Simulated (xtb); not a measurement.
B(Cl)(H)(SeH) (BClH₂Se), SMILES ClB[SeH]. All values are semi-empirical tight-binding results from xtb (GFN2-xTB unless named), good for trends rather than for accurate numbers. The structure is a stationary point at GFN2-xTB. The values are those of a single conformer.

```
Quantity                                       Result
--------------------------------------  -------------
point group as xtb finds it                        Cs
orbital gap                                   3.74 eV
zero-point energy                       12.8 kcal/mol
G − E(el) at 298.15 K (modified RRHO)   -4.9 kcal/mol
static polarisability (D4 model)           55.0 bohr³
solvation energy, GFN2-xTB/ALPB(water)  -1.5 kcal/mol
solvation energy, GFN2-xTB/ALPB(dmf)    -4.1 kcal/mol
```
